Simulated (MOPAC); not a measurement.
MOPAC input (PM7):

```
PM7 1SCF CHARGE=1 GEO-OK AUX(PRECISION=9) THREADS=1
FGe

F    -0.00000000 1   -0.00000000 1   -1.31682833 1
Ge    0.00000000 1    0.00000000 1    0.37035797 1
```

Problem. What heat of formation does the run end on, and which ionisation energy by Koopmans theorem?

Solution. 135.70 kcal/mol; 17.16 eV.
